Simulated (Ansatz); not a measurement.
Ansatz (a quantum-chemistry and plane-wave program) input (B3LYP-D3(BJ)/def2-TZVP):

Ansatz 0.2 input:
```yaml
crystal:
  periodic: [false, false, false]
  atoms:
    - {symbol: Cu, position_ang: [-0.00180809, -0.01729318, 0.00846605]}
    - {symbol: N, position_ang: [-1.17227557, -0.55069002, 1.51078439]}
    - {symbol: H, position_ang: [-1.56065020, 0.26498612, 1.98221000]}
    - {symbol: H, position_ang: [-0.65799879, -1.09368339, 2.20290752]}
    - {symbol: H, position_ang: [-1.95139691, -1.12128411, 1.18544172]}
    - {symbol: N, position_ang: [1.16765725, 0.51723759, -1.49443615]}
    - {symbol: H, position_ang: [0.93506782, 1.45218222, -1.82637996]}
    - {symbol: H, position_ang: [1.07293262, -0.12372857, -2.28096375]}
    - {symbol: H, position_ang: [2.14750338, 0.52208647, -1.21448241]}
basis:
  gaussian:
    orbitals: def2-TZVP
hamiltonian:
  xc: b3lyp
  dispersion: d3bj
total_charge: 1
relax: {f_tol: 0.002, max_steps: 150}
```

Output:

```
Functional definition: B3LYP
integrals: 0.06 GiB planned
1116 factors; their error is unknown
mean field: 0.58 GiB planned
mean field evaluation 1: about -47686.2457 eV, gradient 1.7e2 eV
mean field evaluation 2: about -46745.1368 eV, gradient 6.3e2 eV
mean field evaluation 4: about -47714.8794 eV, gradient 4.3e1 eV
mean field evaluation 8: about -47717.9851 eV, gradient 9.7e-2 eV
mean field evaluation 16: about -47717.9971 eV, gradient 5.7e-5 eV
mean field -47717.99712479 eV, -1753.6040499159 hartree, gradient 5.7e-5 eV, S^2 0.000000; 0 other end points of the search recorded, 0 dependent functions left out
the calculation of the forces begins
reference -47717.99737593 eV, -1753.6040591452 hartree; 24, 24 occupied and 119, 119 virtual orbitals, 1116 factors
relax step   1: F+E_penalty+E_count = -47718.22467848 eV  Δ(F+E_penalty+E_count) = +0.000e0 eV  max|allowed force component| = 3.609e-1 eV/Å  Δτ_max = 0.0000 Å  (29 SCF iters, accepted)
these checks for a lower state are left out or cut short: starts, cluster_reference, orbital_swaps, neighbouring_geometries, increment
integrals: 0.06 GiB planned
1116 factors; their error is unknown
mean field: 0.58 GiB planned
mean field -47718.00829012 eV, -1753.6044602342 hartree, gradient 7.5e-6 eV, S^2 0.000000; 0 other end points of the search recorded, 0 dependent functions left out
the calculation of the forces begins
reference -47718.00854134 eV, -1753.6044694663 hartree; 24, 24 occupied and 119, 119 virtual orbitals, 1116 factors
relax step   2: F+E_penalty+E_count = -47718.23645830 eV  Δ(F+E_penalty+E_count) = -1.178e-2 eV  max|allowed force component| = 2.518e-1 eV/Å  Δτ_max = 0.0159 Å  (35 SCF iters, accepted)
these checks for a lower state are left out or cut short: starts, cluster_reference, orbital_swaps, neighbouring_geometries, increment
integrals: 0.07 GiB planned
1116 factors; their error is unknown
mean field: 0.58 GiB planned
mean field -47718.01401423 eV, -1753.6046705912 hartree, gradient 7.4e-6 eV, S^2 0.000000; 0 other end points of the search recorded, 0 dependent functions left out
the calculation of the forces begins
reference -47718.01426592 eV, -1753.6046798410 hartree; 24, 24 occupied and 119, 119 virtual orbitals, 1116 factors
relax step   3: F+E_penalty+E_count = -47718.24301077 eV  Δ(F+E_penalty+E_count) = -6.552e-3 eV  max|allowed force component| = 1.535e-2 eV/Å  Δτ_max = 0.0226 Å  (35 SCF iters, accepted)
these checks for a lower state are left out or cut short: starts, cluster_reference, orbital_swaps, neighbouring_geometries, increment
integrals: 0.07 GiB planned
1116 factors; their error is unknown
mean field: 0.58 GiB planned
mean field evaluation 32: about -47718.0014 eV, gradient 3.6e-1 eV
mean field -47718.01396926 eV, -1753.6046689388 hartree, gradient 7.4e-6 eV, S^2 0.000000; 0 other end points of the search recorded, 0 dependent functions left out
the calculation of the forces begins
reference -47718.01422093 eV, -1753.6046781876 hartree; 24, 24 occupied and 119, 119 virtual orbitals, 1116 factors
relax step   4: F+E_penalty+E_count = -47718.24304609 eV  Δ(F+E_penalty+E_count) = -3.532e-5 eV  max|allowed force component| = 2.069e-3 eV/Å  Δτ_max = 0.0019 Å  (35 SCF iters, accepted)
these checks for a lower state are left out or cut short: starts, cluster_reference, orbital_swaps, neighbouring_geometries, increment
integrals: 0.07 GiB planned
1116 factors; their error is unknown
mean field: 0.58 GiB planned
mean field -47718.01398065 eV, -1753.6046693575 hartree, gradient 7.4e-6 eV, S^2 0.000000; 0 other end points of the search recorded, 0 dependent functions left out
the calculation of the forces begins
reference -47718.01423233 eV, -1753.6046786063 hartree; 24, 24 occupied and 119, 119 virtual orbitals, 1116 factors
relax step   5: F+E_penalty+E_count = -47718.24304740 eV  Δ(F+E_penalty+E_count) = -1.306e-6 eV  max|allowed force component| = 1.304e-4 eV/Å  Δτ_max = 0.0007 Å  (36 SCF iters, accepted)
integrals: 0.07 GiB planned
1116 factors; their error is unknown
mean field: 0.58 GiB planned
mean field evaluation 64: about -47718.0140 eV, gradient 2.0e-1 eV
mean field -47718.01398065 eV, -1753.6046693575 hartree, gradient 7.4e-6 eV, S^2 0.000000; 1 other end points of the search recorded, 0 dependent functions left out
the calculation of the forces begins
reference -47718.01423233 eV, -1753.6046786063 hartree; 24, 24 occupied and 119, 119 virtual orbitals, 1116 factors
Total energy: -47718.24329907 eV, -1753.6130966539 hartree
Atom 0 at    -0.002327    -0.016694     0.008172 Å, force     0.000001     0.000000     0.000000 eV/Å
Atom 1 at    -1.148757    -0.540037     1.480519 Å, force    -0.000017    -0.000005     0.000024 eV/Å
Atom 2 at    -1.542382     0.265254     1.964101 Å, force     0.000040    -0.000125     0.000043 eV/Å
Atom 3 at    -0.648670    -1.086482     2.179517 Å, force    -0.000130    -0.000004    -0.000050 eV/Å
Atom 4 at    -1.934496    -1.108968     1.170329 Å, force     0.000014     0.000092     0.000101 eV/Å
Atom 5 at     1.144099     0.506660    -1.464175 Å, force     0.000015     0.000010    -0.000023 eV/Å
Atom 6 at     0.922037     1.438668    -1.809628 Å, force     0.000046    -0.000116    -0.000062 eV/Å
Atom 7 at     1.062359    -0.127365    -2.257029 Å, force     0.000107     0.000072     0.000052 eV/Å
Atom 8 at     2.127169     0.518776    -1.198258 Å, force    -0.000075     0.000077    -0.000086 eV/Å
Dipole moment:    -0.000002     0.000005     0.000000 e Å
```
